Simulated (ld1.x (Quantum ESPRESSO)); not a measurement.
## Configuration tests for Sb (TM)

| Item | Value |
| --- | --- |
| Element | Sb (Z = 51) |
| Generator | ld1.x (Quantum ESPRESSO) 7.5 |
| Type | norm-conserving Troullier–Martins (Kleinman–Bylander form) |
| Functional | PW91 |
| Relativity | scalar-relativistic |
| Frozen core | [Kr] |
| Valence charge | 15 |
| Reference configuration | 4d10 5s2 5p3 |
| Partial waves | 5p (bound): rc 1.95 bohr; 4d (bound): rc 1.40 bohr; 5s (bound): rc 1.40 bohr |
| Local potential | the s channel |
| Core correction | a·sin(br)/r model core inside 0.95 bohr |

Energies are relative to the spin-unpolarised reference configuration 4d10 5s2 5p3; without spin polarisation the order of configurations can differ from experiment.

(1) Give the all-electron excitation energy and the error of the potential for: 4d10 5s2 5p2; 4d10 5s2 5p1; 4d10 5s2 5p0; 4d10 5s1 5p3; 4d10 5s1 5p0; 4d10 5s2 5p3.3; 4d9 5s2 5p4.

Levels in the configuration 4d10 5s1 5p0:

```csv
level,all-electron (eV),pseudo (eV)
4d,-75.972,-75.539
5s,-49.882,-49.874
```

Answers

(1)

```csv
valence configuration,charge,ΔE all-electron (eV),error AE − PS (meV)
4d10 5s2 5p2,+1,8.375,-1.5
4d10 5s2 5p1,+2,24.422,-2.3
4d10 5s2 5p0,+3,48.930,+1.1
4d10 5s1 5p3,+1,17.133,-2.6
4d10 5s1 5p0,+4,93.336,+33
4d10 5s2 5p3.3,-0.3,-1.172,+0.3
4d9 5s2 5p4,0,31.113,-204
```
